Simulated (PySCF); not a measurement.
C7H11S (doublet state).
SMILES with atom numbers: `[CH3:1][S:2][CH2:3][C@@H:4]1[CH2:5][C@@H:6]2[CH2:7][C:8]12` (hydrogens: H9, H10, H11 on C1; H12, H13 on C3; H14 on C4; H15, H16 on C5; H17 on C6; H18, H19 on C7)

Structure used (GFN2-xTB), in Å, numbered top down from 1:
```xyz
19
C7H11S angstrom
C      3.170    0.004    0.179
S      2.049   -0.160   -1.237
C      0.639    0.841   -0.652
C     -0.208    0.100    0.361
C     -0.891   -1.225   -0.080
C     -2.259   -0.661    0.275
C     -2.508    0.607   -0.533
C     -1.603    0.631    0.631
H      4.075   -0.537   -0.076
H      3.397    1.055    0.339
H      2.719   -0.432    1.065
H      0.068    1.070   -1.551
H      1.034    1.769   -0.237
H      0.353   -0.044    1.286
H     -0.761   -1.432   -1.142
H     -0.595   -2.091    0.507
H     -3.060   -1.220    0.723
H     -2.145    0.690   -1.551
H     -3.484    1.045   -0.384
```

The hyperfine couplings belong to this conformer and change with its torsions.

Level of theory: PySCF, UKS B3LYP, pcH-1 on C H S, non-relativistic, mean-field spin-orbit, GIAO. One conformer (not necessarily the lowest) at the GFN2-xTB geometry, without solvent, vibrations or thermal averaging. The geometry wasn't refined by DFT: couplings that depend on bond lengths, twists or pyramidal angles can differ widely from those at the functional's own minimum. No stability test was run, so a lower SCF solution isn't excluded.

**Question.** Predict the first-order ENDOR lines of H19, H15, H17, H14, H18 and H12 under fast tumbling at B = 3339.1 mT (W band).

**Answer.** ν± = |νn ± a/2|, one line for each electron-spin manifold; νn = |g_N| × 7.62259 MHz/T × B.

```json
{"nuclei": "H19", "isotope": "1H", "g_N": "5.5857", "νn (MHz)": "142.17", "a_iso (MHz)": "41.82", "lower line (MHz)": "121.26", "upper line (MHz)": "163.08"}
{"nuclei": "H15", "isotope": "1H", "g_N": "5.5857", "νn (MHz)": "142.17", "a_iso (MHz)": "36.64", "lower line (MHz)": "123.85", "upper line (MHz)": "160.49"}
{"nuclei": "H17", "isotope": "1H", "g_N": "5.5857", "νn (MHz)": "142.17", "a_iso (MHz)": "31.31", "lower line (MHz)": "126.52", "upper line (MHz)": "157.82"}
{"nuclei": "H14", "isotope": "1H", "g_N": "5.5857", "νn (MHz)": "142.17", "a_iso (MHz)": "30.49", "lower line (MHz)": "126.93", "upper line (MHz)": "157.42"}
{"nuclei": "H18", "isotope": "1H", "g_N": "5.5857", "νn (MHz)": "142.17", "a_iso (MHz)": "4.02", "lower line (MHz)": "140.16", "upper line (MHz)": "144.18"}
{"nuclei": "H12", "isotope": "1H", "g_N": "5.5857", "νn (MHz)": "142.17", "a_iso (MHz)": "-0.68", "lower line (MHz)": "141.83", "upper line (MHz)": "142.51"}
```

**Question.** Which pairs are centred on the nuclear Larmor frequency, and which on half the coupling?

**Answer.** Centred on νn, since |a| < 2νn: H19, H15, H17, H14, H18 and H12. No pair has |a| > 2νn.

**Question.** At what field would the lower line of H15 fall to zero frequency?

**Answer.** Where νn = |a|/2, that is B = 18.32 MHz/(5.5857 × 7.62259 MHz/T) = 430 mT, as far as first order holds there.

The run took 2.3 min (with the writing of density and orbital grids) on an Arm Neoverse V1 with one thread, no GPU, shared host with 32 logical CPUs at a one-minute load of 28, and the process peaked at 1.0 GiB of memory.
